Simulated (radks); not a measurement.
Results of a calculation; reference values are marked as such.
Question: The mean radii <r> (bohr) of the occupied orbitals of an atom or ion are listed with their occupations. Code: a radial shooting solver on a logarithmic mesh with Libxc functionals. Model: scalar-relativistic Kohn-Sham, LDA (Slater exchange, Perdew-Wang correlation), spin-polarised, spherical densities, finite nucleus; Fermi nuclear charge, rms radius of each element as measured or else 0.836 A^(1/3) + 0.57 fm.

orbital  occ.      <r>
1s up       1  0.01688
1s down     1  0.01688
2s up       1  0.07118
2s down     1  0.07118
2p up       3  0.06426
2p down     3  0.06426
3s up       1   0.1840
3s down     1   0.1840
3p up       3   0.1852
3p down     3   0.1852
3d up       5   0.1677
3d down     5   0.1677
4s up       1   0.4074
4s down     1   0.4074
4p up       3   0.4339
4p down     3   0.4338
4d up       5   0.4586
4d down     5   0.4585
5s up       1   0.9237
5s down     1   0.9220
4f up       7   0.4986
4f down     7   0.4978
5p up       3    1.062
5p down     3    1.060
5d up       5    1.433
5d down     3    1.439

Name the element and its charge. Open shells, if any, are filled with parallel spins first.

Answer: Z = 79, gold, charge +3: Au3+ in [Xe] 4f14 5d8. The 1s radius gives Z: for a bare nucleus <r> = (2 gamma + 1)/(2Z) with gamma = sqrt(1 - (Z/c)^2), 0.01667 bohr for Z = 79, and screening makes it slightly larger (0.01688 here). The occupations add up to 76, and the charge is Z minus that.
